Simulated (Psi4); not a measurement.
Psi4 input (wB97X-D/6-31G*):

```
memory 1500 MB

molecule {
-1 1
F     1.83350600    1.22440600    0.41431600
Si    1.24399400   -0.09732200   -0.48491400
Si   -1.04055000    0.05240600    0.28594000
F    -1.96634700   -1.16597900   -0.34062200
H     1.52949000   -1.21470400    0.54471900
H    -1.41672700    0.02258500    1.75032400
H    -1.76541100    1.29510500   -0.17265600
symmetry c1
no_reorient
no_com
}

set {
  basis 6-31G*
  reference rks
  scf_type pk
  dft_radial_points 99
  dft_spherical_points 590
  e_convergence 1e-8
  d_convergence 1e-7
  maxiter 150
}

e = energy('wb97x-d')
print_out(f'\nFINAL {e:.10f} DIPOLE {variable("CURRENT DIPOLE")[0]:.6f} {variable("CURRENT DIPOLE")[1]:.6f} {variable("CURRENT DIPOLE")[2]:.6f}\n')
```

From the output:

```
      53A      1.522289    54A      1.547338    55A      1.569021
      56A      1.580584    57A      1.596468    58A      1.613075
      59A      1.889608    60A      1.970404    61A      2.117816
      62A      2.121714    63A      2.154519    64A      2.167429
      65A      2.248057    66A      2.254996    67A      2.278424
      68A      2.289098    69A      2.928747    70A      2.985068
      71A      3.201413    72A      3.291940    73A      4.336685
      74A      4.450560

    Final Occupation by Irrep:
              A
    DOCC [    25 ]
    NA   [    25 ]
    NB   [    25 ]

  @RKS Final Energy:  -780.47947009228483

   => Energetics <=

    Nuclear Repulsion Energy =            204.6923291001375560
    One-Electron Energy =               -1501.9759835582601681
    Two-Electron Energy =                 562.8786140764054835
    DFT Exchange-Correlation Energy =     -46.0723969862708813
    Empirical Dispersion Energy =          -0.0020327242969155
    VV10 Nonlocal Energy =                  0.0000000000000000
    Total Energy =                       -780.4794700922848278

Computation Completed

Properties will be evaluated at   0.000000,   0.000000,   0.000000 [a0]

Properties computed using the SCF density matrix

 Multipole Moments:

 ------------------------------------------------------------------------------------
     Multipole            Electronic (a.u.)      Nuclear  (a.u.)        Total (a.u.)
 ------------------------------------------------------------------------------------

 L = 1.  Multiply by 2.5417464519 to convert [e a0] to [Debye]
 Dipole X            :         -0.8395830           -0.0000019           -0.8395849
 Dipole Y            :          0.0775928            0.0000094            0.0776023
 Dipole Z            :          0.4298096           -0.0000057            0.4298039
 Magnitude           :                                                    0.9463912

 ------------------------------------------------------------------------------------

FINAL -780.4794700923 DIPOLE -0.839585 0.077602 0.429804

*** Psi4 exiting successfully. Buy a developer a beer!
```

The dipole moment of an ion depends on the origin.

The geometry given is a B3LYP-D3(BJ)/def2-TZVP minimum.
